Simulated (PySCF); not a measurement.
# Substituent effects on chemical shifts

Parent skeleton `[CH3:1][C:2](=[O:3])[SiH2:4][CH2:5][Cl:6]`; one hydrogen on atom 1 is replaced by X. Hydrogens on one atom are averaged.

All values are calculated (PySCF 2.14.0 with density-fitted response routines): geometry from GFN2-xTB, NMR shieldings at PBE0/pcSseg-1/GIAO. Rapidly exchanging positions averaged, no solvent, no relativistic terms, one computed conformer.

Shifts are taken against calculated references (same method and geometry level): ¹³C (σ = 186.93 ppm), ²⁹Si (σ = 349.16 ppm), ¹H (σ = 31.72 ppm) vs TMS; H2O for ¹⁷O (σ = 336.08 ppm); ³⁵Cl (σ = 949.78 ppm) vs HCl.

Parent (X = H): C1 40.4, C2 242.5, O3 853.8, Si4 -58.9, C5 28.3, Cl6 -2.2, H(C1) 2.41, H(Si4) 4.43, H(C5) 3.22 ppm. Effects are Δδ = δ(X) − δ(H), positive for deshielding.

Known members:
| X | C1 | C2 | O3 | Si4 | C5 | Cl6 | H(C1) | H(Si4) | H(C5) |
| --- | --- | --- | --- | --- | --- | --- | --- | --- | --- |
| CH2SiH3 | +11.9 | +10.8 | -69.8 | +1.3 | +0.2 | +11.5 | +0.57 | -0.08 | +0.04 |
| CHO | +28.7 | -1.8 | -9.5 | -7.8 | +3.0 | +33.8 | +1.46 | +0.28 | -0.32 |

Four more derivatives gave (Δδ, ppm):
```tsv
compound	C1	C2	O3	Si4	C5	Cl6	H(C1)	H(Si4)	H(C5)
1	+38.4	+12.2	-18.5	-3.6	+1.1	-4.2	+1.62	+0.26	-0.14
2	+25.6	+3.1	-4.7	-15.8	+4.0	-11.0	+1.09	+0.20	-0.42
3	+22.3	-2.8	-40.6	-7.1	+0.3	+1.4	+0.82	+0.15	-0.01
4	+8.2	+3.3	-30.1	+0.0	+0.1	-0.5	+0.29	+0.01	+0.06
```

Their substituents are CH3, COCH3, OSiH3, isopropenyl. Which is which?

Answers

1: X = OSiH3 (O=C(CO[SiH3])[SiH2]CCl); 2: X = COCH3 (CC(=O)CC(=O)[SiH2]CCl); 3: X = isopropenyl (C=C(C)CC(=O)[SiH2]CCl); 4: X = CH3 (CCC(=O)[SiH2]CCl).

Unscaled 17O shifts of doubly bonded oxygen tend to come out too high, by tens of ppm or more. Experimental scales use liquid or dissolved standards, which lie at an offset from isolated H2O (liquid H2O: subtract about 36 ppm).
